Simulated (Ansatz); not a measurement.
Program: Ansatz. Geometries: PBE0-D4/def2-TZVP. ΔE: electronic, gas phase. CCSD(T)/CBS adds triple-zeta CCSD(T) − MP2 to the extrapolated MP2 energy (def2 sets, frozen cores). DFT in def2-TZVPP. B3LYP here is the variant with VWN-RPA as its local correlation; programs differ in this. For Ti outer-core shells are correlated without core-valence functions, which leaves a few kJ/mol of doubt a bond. Scalar relativity is left out up to krypton. One conformer a species, not always the lowest.

Reaction (redistribution): `[NH2][Ti]([NH2])([OH])[OH]` + `O[SiH2]OC[SiH3]` → `[NH2][Ti]([OH])([OH])[OH]` + `N[SiH2]OC[SiH3]`

(1) Is it downhill or uphill in electronic energy at CCSD(T)/CBS, and by how much? (Estimate.)

(2) What do these levels give: B3LYP-D4, ωB97X-V, PBE, B3LYP, HF/def2-TZVPP, MP2/def2-TZVPP, SCS-MP2/def2-TZVPP, CCSD/def2-TZVPP, CCSD(T)/def2-TZVPP, HF/def2-QZVPP, MP2/def2-QZVPP, MP2/CBS(def2)? (Estimate.)

Largest T1 diagnostic among the species: 0.024, so the coupled-cluster value is less sure than usual.

## Answers

(1) Computed: Downhill: ΔE = -15.3 kJ/mol.

(2) Ansatz gave: B3LYP-D4 -18.5, ωB97X-V -22.1, PBE -23.0, B3LYP -20.7, HF/def2-TZVPP -20.1, MP2/def2-TZVPP -18.1, SCS-MP2/def2-TZVPP -17.9, CCSD/def2-TZVPP -18.0, CCSD(T)/def2-TZVPP -17.4, HF/def2-QZVPP -19.5, MP2/def2-QZVPP -16.8, MP2/CBS(def2) -16.1 kJ/mol.
